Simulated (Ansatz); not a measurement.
# Molecular dynamics of CSO

Input:

```yaml
crystal:
  lattice:
    - [9.073473, 0.0, 0.0]
    - [0.0, 9.073473, 0.0]
    - [0.0, 0.0, 9.073473]
  atoms:
    - { symbol: O, position: [0.40216078, 0.8923791, 0.91809514] }
    - { symbol: C, position: [0.40890306, 0.82446841, 0.81003957] }
    - { symbol: S, position: [0.41934847, 0.73298642, 0.6652605] }
    - { symbol: O, position: [0.07375298, 0.44292483, 0.07721188] }
    - { symbol: C, position: [0.14233319, 0.54706904, 0.10557292] }
    - { symbol: S, position: [0.23269331, 0.68843883, 0.14177077] }
    - { symbol: O, position: [0.60564565, 0.35962365, 0.87378342] }
    - { symbol: C, position: [0.61239154, 0.25358098, 0.80228399] }
    - { symbol: S, position: [0.62547744, 0.1132324, 0.70502318] }
    - { symbol: O, position: [0.8774021, 0.85666064, 0.21282561] }
    - { symbol: C, position: [0.88196664, 0.76571057, 0.30259592] }
    - { symbol: S, position: [0.8873948, 0.6418201, 0.4213065] }
    - { symbol: O, position: [0.28538064, 0.22775572, 0.90009826] }
    - { symbol: C, position: [0.21302537, 0.15961696, 0.98070986] }
    - { symbol: S, position: [0.11448321, 0.06704307, 1.08617758] }
    - { symbol: O, position: [0.3746635, 0.33181733, 0.23375098] }
    - { symbol: C, position: [0.44660935, 0.37715365, 0.32912702] }
    - { symbol: S, position: [0.54261883, 0.4386928, 0.45748963] }
    - { symbol: O, position: [0.95321292, 0.89544339, 0.78701302] }
    - { symbol: C, position: [0.87361858, 0.80163178, 0.82180174] }
    - { symbol: S, position: [0.76554036, 0.67569164, 0.86559813] }
    - { symbol: O, position: [1.10997326, 0.55552435, 0.77155379] }
    - { symbol: C, position: [1.04010425, 0.46006623, 0.72329375] }
    - { symbol: S, position: [0.94582761, 0.3324386, 0.65748381] }
    - { symbol: O, position: [0.38564761, 0.95695528, 0.35068209] }
    - { symbol: C, position: [0.27578857, 0.97557615, 0.41365237] }
    - { symbol: S, position: [0.12877692, 0.99957194, 0.49844185] }
    - { symbol: O, position: [0.81234465, 0.12805684, 0.40269375] }
    - { symbol: C, position: [0.78732096, 0.18158981, 0.28894501] }
    - { symbol: S, position: [0.75346725, 0.2544741, 0.13766928] }
basis:
  ecutwfc: 420.0
kpoints:
  mp_grid: { grid: [1, 1, 1] }
hamiltonian:
  xc: lda
scf:
  occupations: { method: fermi_dirac, width: 0.02 }
  lower_state_search: "off"
md:
  timestep: 1.5
  n_steps: 220
  ensemble: nvt_langevin
  temperature: 700.0
  initial_velocities: maxwell_boltzmann
  seed: 3677
  friction: 0.02
```

Run as:

```bash
$ ansatz run input.yaml --threads 1 --pin off --max-ram 3072MiB --backend cpu --events-out ev --progress --plain --runs-dir out
```

It starts from a partly relaxed structure (largest force component 0.11 eV/Å).

Output, in part (step lines):

```
md step     0: t =     0.00 fs  T =   676.7 K  F+E_penalty+E_count = -16661.91623231 eV  E_kin = 2.623978 eV  (12 SCF iters)
md step     1: t =     1.50 fs  T =   683.9 K  F+E_penalty+E_count = -16661.74218319 eV  E_kin = 2.652169 eV  (10 SCF iters)
md step     2: t =     3.00 fs  T =   598.1 K  F+E_penalty+E_count = -16661.40971845 eV  E_kin = 2.319460 eV  (10 SCF iters)
md step     3: t =     4.50 fs  T =   586.2 K  F+E_penalty+E_count = -16661.23184877 eV  E_kin = 2.273299 eV  (10 SCF iters)
md step     4: t =     6.00 fs  T =   605.6 K  F+E_penalty+E_count = -16661.28022631 eV  E_kin = 2.348445 eV  (10 SCF iters)
md step     5: t =     7.50 fs  T =   634.9 K  F+E_penalty+E_count = -16661.32304339 eV  E_kin = 2.462112 eV  (9 SCF iters)
md step     6: t =     9.00 fs  T =   581.0 K  F+E_penalty+E_count = -16661.17912001 eV  E_kin = 2.253114 eV  (9 SCF iters)
md step     7: t =    10.50 fs  T =   554.8 K  F+E_penalty+E_count = -16661.00373759 eV  E_kin = 2.151296 eV  (9 SCF iters)
[... lines left out ...]
md step   220: t =   330.00 fs  T =   763.8 K  F+E_penalty+E_count = -16659.48364883 eV  E_kin = 2.961997 eV  (11 SCF iters)
```

The steps, from the saved trajectory:

```
time (fs)  T (K)  potential energy less start (eV)
      0.0    677                             0.000
     10.5    555                             0.912
     21.0    630                             0.940
     31.5    706                             1.256
     42.0    594                             1.485
     52.5    805                             1.287
     63.0    553                             1.556
     73.5    488                             1.830
     84.0    581                             1.603
     94.5    609                             1.482
    105.0    495                             1.900
    115.5    744                             1.705
    126.0    816                             1.712
    136.5    701                             2.377
    147.0    810                             2.717
    157.5    904                             2.093
    168.0    686                             2.255
    178.5    546                             2.699
    189.0    650                             2.166
    199.5    734                             2.205
    210.0    636                             2.032
    220.5    630                             2.316
    231.0    802                             2.131
    241.5    749                             2.395
    252.0    715                             2.433
    262.5    697                             2.438
    273.0    664                             2.259
    283.5    644                             2.029
    294.0    683                             1.818
    304.5    633                             2.273
    315.0    663                             2.283
    325.5    804                             2.415
```

The run went to its last step. A run of 0.33 ps of so small a system gives no equilibrium averages. Limits of this set-up: coarse k mesh.

Mean squared displacements from the first frame to the last, about the centre of mass: O 0.92 Å², C 0.46 Å², S 0.55 Å².

Last frame:

```xyz
30
Lattice="9.0735 0.0000 0.0000 0.0000 9.0735 0.0000 0.0000 0.0000 9.0735" Properties=species:S:1:pos:R:3
O 3.728 7.685 8.650
C 3.525 7.342 7.552
S 3.362 7.076 5.997
O 0.713 3.988 1.569
C 1.236 5.017 1.200
S 1.846 6.338 0.696
O 6.373 2.706 7.986
C 5.671 2.071 7.382
S 4.836 1.046 6.657
O 8.383 7.112 2.127
C 8.459 6.546 3.139
S 8.126 5.540 4.250
O 2.531 1.565 8.350
C 1.696 1.036 9.003
S 0.678 0.442 9.994
O 4.860 4.333 2.380
C 5.272 4.296 3.486
S 5.732 4.373 4.984
O 8.493 7.093 7.480
C 7.404 6.763 7.645
S 6.138 6.026 7.945
O 11.296 4.389 7.226
C 10.332 3.801 7.021
S 9.098 2.923 6.648
O 2.968 8.388 3.129
C 2.394 8.735 4.045
S 1.338 9.136 5.170
O 7.309 0.763 4.432
C 7.331 1.163 3.355
S 7.167 2.059 2.050
```

Time of the run: 14 min on 1 thread of Intel(R) Xeon(R) Platinum 8259CL CPU @ 2.50GHz (Skylake/Cascade Lake), on a shared host, peak memory 0.65 GiB.
